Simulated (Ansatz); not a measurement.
Geometry optimisation, RHF/def2-SVP in Ansatz 0.2.0.

Input file:

```yaml
crystal:
  periodic: [false, false, false]
  atoms:
    - { symbol: Hf, position_ang: [0.041246, 0.539178, -0.401646] }
    - { symbol: O, position_ang: [0.44301, -0.39848, 2.703458] }
    - { symbol: Si, position_ang: [-0.827533, -0.845719, 3.654093] }
    - { symbol: H, position_ang: [-1.405624, -2.088779, 3.102098] }
    - { symbol: H, position_ang: [-0.388629, -1.106843, 5.044533] }
    - { symbol: H, position_ang: [-1.866227, 0.212006, 3.691257] }
    - { symbol: O, position_ang: [1.503265, -0.698288, -0.679131] }
    - { symbol: H, position_ang: [2.143106, -1.381402, -0.737525] }
    - { symbol: O, position_ang: [-0.347716, 1.361151, -2.110352] }
    - { symbol: H, position_ang: [-0.61032, 1.738323, -2.926836] }
    - { symbol: O, position_ang: [-1.640903, -0.206451, 0.224813] }
    - { symbol: H, position_ang: [-2.400795, -0.705499, 0.450258] }
    - { symbol: "N", position_ang: [0.705922, 2.101063, 0.953538] }
    - { symbol: H, position_ang: [1.66099, 2.419779, 0.99528] }
    - { symbol: H, position_ang: [0.125561, 2.870776, 1.247706] }
    - { symbol: H, position_ang: [0.661548, 0.540585, 2.579055] }
basis:
  gaussian: { orbitals: def2-SVP }
hamiltonian:
  xc: hf
relax:
  f_tol: 0.03
  max_steps: 50
```

Run as:

```bash
$ ansatz run input.yaml --threads 4 --pin off --max-ram 5120MiB --backend cpu --events-out ev --progress --plain --runs-dir out
```

Task: Where does it end, and by what steps?

Result: It converged. After 47 steps the energy has fallen by 0.433 eV; H14 moved furthest, 1.57 Å. Joined: Hf1–O2 (3.27 → 2.37 Å).

```
step  energy less start (eV)  largest force component (eV/Å)  accepted
   0                  0.0000                           1.076       yes
   2                 -0.0776                           0.119       yes
   4                 -0.1184                           0.935       yes
   6                 -0.1646                           0.262       yes
   8                 -0.2144                           0.744       yes
  10                 -0.2409                           0.447       yes
  12                 -0.2543                           0.513       yes
  14                 -0.2640                           0.087       yes
  16                 -0.2710                           0.079       yes
  18                 -0.2762                           0.092       yes
  20                 -0.2808                           0.652        no
  22                 -0.2972                           0.194       yes
  24                 -0.3078                           0.796       yes
  26                 -0.3455                           0.887        no
  28                 -0.3905                           0.115       yes
  30                 -0.4048                           0.149       yes
  32                 -0.4096                           0.071       yes
  34                 -0.4124                           0.117       yes
  36                 -0.4148                           0.066       yes
  38                 -0.4172                           0.190       yes
  40                 -0.4063                           1.174        no
  42                 -0.4273                           0.355        no
  44                 -0.4314                           0.133       yes
  46                 -0.4325                           0.083       yes
  47                 -0.4328                           0.028       yes
```

```xyz
16
Properties=species:S:1:pos:R:3
Hf 0.055 0.530 0.085
O 0.315 -0.209 2.321
Si -0.901 -0.760 3.365
H -1.494 -2.017 2.884
H -0.224 -1.028 4.655
H -1.881 0.319 3.531
O 1.587 -0.770 0.079
H 2.232 -1.057 -0.544
O -0.156 0.937 -1.804
H -0.277 1.090 -2.720
O -1.759 -0.154 0.589
H -2.642 -0.167 0.263
N 0.515 2.418 0.808
H 0.558 3.253 0.250
H 0.735 2.660 1.757
H 1.133 -0.694 2.272
```

Whether the end is a true minimum wasn't checked by a vibrational analysis.

Time of the run: 2.1 min on 4 threads of Arm Neoverse V2, on a shared host, peak memory 0.49 GiB.
